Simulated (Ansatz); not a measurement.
**Breaking a bond in AlCl2F (SMILES [F][Al]([Cl])[Cl])**

AlCl2F has 4 atoms, charge 0, and is taken as a singlet. SMILES: `[F][Al]([Cl])[Cl]`. The coordinates come from a PBE0-D4/def2-TZVP relaxation.

| atom | x (Å) | y (Å) | z (Å) |
| --- | --- | --- | --- |
| F | 0.0874 | 0.3882 | 1.6824 |
| Al | 0.0048 | 0.0215 | 0.0936 |
| Cl | 1.2230 | -1.4637 | -0.6634 |
| Cl | -1.3153 | 1.0539 | -1.1125 |

The F1–Al2 distance is scanned; the parts on either side stay rigid. Basis STO-3G, 16 core orbitals frozen in the correlated methods; program Ansatz 0.2.0. FCI is exact within this basis and core. Energies in eV from each method's value at 1.633 Å; methods without a U are spin-restricted. The shape above is that at 1.633 Å.

```tsv
distance (Å)	HF	BLYP	PBE0	BHLYP	r2SCAN0	CAM-B3LYP	FCI
1.633	0.00	0.00	0.00	0.00	0.00	0.00	0.00
2.041	2.39	1.73	1.99	2.16	2.10	2.07	1.82
2.449	5.66	4.11	4.61	5.00	4.80	4.81	3.75
3.265	9.90	6.82	7.71	8.50	7.97	8.20	4.82
4.082	11.34	7.54	8.60	9.58	8.87	9.30	4.85
```

Departure from the FCI curve at its largest: HF +6.49 eV at 4.08 Å; BLYP +2.69 eV at 4.08 Å; PBE0 +3.75 eV at 4.08 Å; BHLYP +4.73 eV at 4.08 Å; r2SCAN0 +4.02 eV at 4.08 Å; CAM-B3LYP +4.45 eV at 4.08 Å. Functionals converge differently with the basis, so for them the departure isn't an error alone. Restricted Hartree–Fock keeps the electrons paired, so it rises far too high as the bond breaks.
